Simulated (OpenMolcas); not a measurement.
Ni2+ among 4 point charges of -2 e arranged as a tetrahedron (Td), 2.03 Å from the ion.

```yaml
Program: OpenMolcas 26.06
Method: "SS-CASPT2, IPEA 0.25 Eh, imaginary shift 0.1 Eh (closed shells correlated: 3s 3p)"
Basis: ANO-RCC-VDZP [5s4p2d1f]
Scalar_Hamiltonian: DKH2, point nucleus
Active_space: 8 electrons in 5 orbitals (3d)
State_averaging: 2S+1 = 3 even, 10 roots; 2S+1 = 1 even, 15 roots
Spin-orbit_coupling: state interaction with AMFI integrals over the reference wave functions
```

Problem. What is the spin-free ground state (labels of Td)?

Solution. 3T1, 3-fold in its orbital part, 100 % from free-ion F terms; it has the highest spin that d8 allows.

Problem. Where is the first state of the same spin?

Solution. 3T2 at 1120 cm-1 above the ground state.

Problem. What are the lowest two levels with spin-orbit coupling?

Solution. A 1-fold level A1, then a 3-fold level T1 260 cm-1 above it. Their leading multiplicities are 3 (100 %) and 3 (100 %).

Problem. What is χT at 300 K, and how does it compare with the textbook value?

Solution. The lowest level has 2S+1 = 3, for which the spin-only value is χT = S(S+1) / 2 = 1.000 cm3 K/mol (g = 2). The computed 3.196 at 300 K differs by +2.196, through orbital momentum, spin-orbit coupling and any other state in reach. With a threefold ground state the orbital momentum is unquenched, so the spin-only value is not expected to hold.

Roots that are degenerate in the reference are averaged as groups; the widest CASPT2 spread within a group is 1000 cm-1 (the 5-fold group of multiplicity 1 near 24000 cm-1 above the lowest state of its run). Shifts and gaps below about the spread of the groups concerned are not significant. An orbital triplet at a regular site is open to Jahn-Teller coupling, which can distort the site and quench the lowest spin-orbit gaps and is left out. The ground term spreads over less than 5000 cm-1, several times less than with real ligands, so orbital moments are less quenched and χT lies further from the spin-only value than at real sites. Free-ion shares, where given, are those of the reference states; single-state CASPT2 does not remix them. Point charges carry no covalency, so the field is a model and not that of real ligands. A group larger than the point group allows holds several states that coincide in this model. No measured value stands beside these numbers.
